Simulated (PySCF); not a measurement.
**Correlation energy of Hg (mercury, neutral)**

[Xe] 4f14 5d10 6s1 6p1, 6s spin antiparallel (an excited configuration). Calculation: PySCF 2.14, in def2-TZVPPD with the def2 core potential (60 electrons) (6s6p3d2f1g, 62 functions); scalar relativity through the core potential. Frozen: 5s2 5p6; 12 electrons correlated.

MP2 pair energies summed by pair of shells (mhartree):

```tsv
pair	energy	share (%)
5d-5d	-316.15	79.3
5d-6s	-53.47	13.4
5d-6p	-18.15	4.6
6s-6p	-10.74	2.7
```

Total MP2 correlation energy: -398.51 mhartree.

Same-spin part -141.07 and opposite-spin part -257.43 mhartree; SCS-MP2 scales them by 1/3 and 6/5 to -355.94 mhartree.
